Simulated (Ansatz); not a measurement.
`C[N](C)[GeH3]` → `[GeH3]`• + `C[N]C`•  (homolysis of the Ge–N bond)

Program: Ansatz. Geometries: PBE0-D4/def2-TZVP. ΔE: electronic, gas phase. CCSD(T)/CBS is the MP2 limit (def2-TZVPP, def2-QZVPP) plus CCSD(T) − MP2 in def2-TZVPP, frozen cores. DFT in def2-TZVPP. HSE06 is defined as in plane-wave codes. No spin–orbit coupling; open shells (•) take unrestricted orbitals. For Ge outer-core shells are correlated without core-valence functions, which leaves a few kJ/mol of doubt a bond. Scalar relativity is left out up to krypton.

CCSD(T)/CBS gives +332.7 kJ/mol.

(1) Another level gave +303.0 kJ/mol. Which?
A. HSE06/def2-TZVPP
B. r2SCANh-D4/def2-TZVPP
C. LC-ωPBE/def2-TZVPP
D. ωB97X-V/def2-TZVPP

Largest T1 diagnostic among the species: 0.014.

Answers

(1) C. LC-ωPBE 303.0, r2SCANh-D4 287.8, HSE06 294.2, ωB97X-V 319.3 kJ/mol.

In def2-TZVPP, CCSD(T) changes the Hartree–Fock value by +125.7 kJ/mol (the triples alone add +10.9 kJ/mol) and MP2 by +156.4 kJ/mol; breaking electron pairs costs correlation energy, which Hartree–Fock lacks. Leaving LDA and LC-ωPBE aside and taking each functional with its dispersion term where it has one, the values, not all of them listed here, spread over 32.5 kJ/mol, from r2SCAN0-D4 to PBE-QIDH. LDA lies +69.7 kJ/mol from PBE without D4, its usual overbinding.
